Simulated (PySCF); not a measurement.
C4H5FO, SMILES C1[C@H](F)C(=O)C1. Geometry optimised at PBE-D3(BJ)/def2-SVP. The structure was generated by enumeration; whether it is a known compound was not checked.

Level of theory: PBE-D3(BJ)/def2-SVP (PySCF).

Harmonic wavenumbers (cm⁻¹): 126, 204, 344, 431, 557, 645, 704, 760, 889, 922, 976, 1030, 1043, 1129, 1145, 1178, 1193, 1209, 1331, 1362, 1411, 1861, 2944, 3004, 3021, 3073, 3095. Rotational constants (GHz): 4.921, 3.867, 2.342; symmetry number 1.

Q: Work out the zero-point energy and the ideal-gas rigid-rotor harmonic-oscillator thermochemistry at 298.15 K and 1 atm.

A: ZPE = ½ Σ hcν = ½ × 35589 cm⁻¹ = 212.87 kJ/mol. H − E(el) = 229.99 kJ/mol. Entropy in J/(mol K): translation 164.60, rotation 110.38, vibration 39.51, total 314.49. G − E(el) = 136.22 kJ/mol. Cp = 91.52 J/(mol K). Modes under 150 cm⁻¹ make the vibrational entropy uncertain.
